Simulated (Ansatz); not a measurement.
Species: CH4BCl2S, net charge 1, singlet state. It need not be the lowest isomer of its formula. 
Structure (B3LYP-D3(BJ)/def2-TZVP (Ansatz, a program for electronic structure) minimum search):
SMILES: C[SH+]B(Cl)Cl
```xyz
9

C     -2.4215     0.2040     0.5742
S     -1.2540    -0.1919    -0.7684
B      0.5169    -0.0183    -0.0281
Cl     0.7142    -0.4987     1.5964
Cl     1.7100     0.5118    -1.1242
H     -2.1367     1.1260     1.0707
H     -3.4045     0.2761     0.1137
H     -2.3891    -0.6415     1.2572
H     -1.2734     0.9542    -1.4792
```
Charge +1, spin multiplicity 1.

Total electronic energies in hartree. Correlated levels leave the core frozen unless marked. No spin-orbit coupling. No relativistic terms. CBS marks a two-point X^-3 extrapolation of the correlation energy; Hartree-Fock from the larger set.

```
level                                        program  energy (Eh)
------------------------------------  --------------  -----------
HF/6-31G                                      Ansatz  -1381.03158
HF/cc-pV(T+d)Z                                Ansatz  -1381.32410
RI-HF/cc-pV(Q+d)Z                             Ansatz  -1381.33856
PBE/def2-TZVPD                                Ansatz  -1383.18725
revPBE-D3(BJ)/def2-TZVPD              Ansatz + dftd3  -1383.59577
revPBE-D4/def2-TZVPD                  Ansatz + dftd4  -1383.59701
PBE0/def2-SVP                                 Ansatz  -1382.78011
PBE0-D4/def2-TZVPD                    Ansatz + dftd4  -1383.31228
r2SCANh/def2-TZVPD                            Ansatz  -1383.69470
CAM-B3LYP-D3(BJ)/def2-TZVPD           Ansatz + dftd3  -1383.82747
CAM-B3LYP/def2-TZVPD                          Ansatz  -1383.81903
LC-wPBE-D4/def2-TZVPD                 Ansatz + dftd4  -1383.42374
MP2/cc-pV(D+d)Z                               Ansatz  -1381.89658
MP2/cc-pVTZ                                   Ansatz  -1382.13857
MP2/cc-pV(Q+d)Z                               Ansatz  -1382.22897
SCS-MP2/6-31G                                 Ansatz  -1381.32339
SCS-MP2/cc-pV(D+d)Z                           Ansatz  -1381.88272
SCS-MP2/cc-pVTZ                               Ansatz  -1382.13128
CCSD/6-31G*                                   Ansatz  -1381.82230
CCSD/cc-pwCVTZ                                Ansatz  -1382.21823
CCSD(T)/cc-pV(T+d)Z                           Ansatz  -1382.24674
CCSD(T)/cc-pwCVTZ                             Ansatz  -1382.26011
CCSD(T)/CBS(cc-pV(T+d)Z,cc-pV(Q+d)Z)          Ansatz   -1382.3770
```

Totals of different functionals don't rank their quality; only differences between species are comparable.
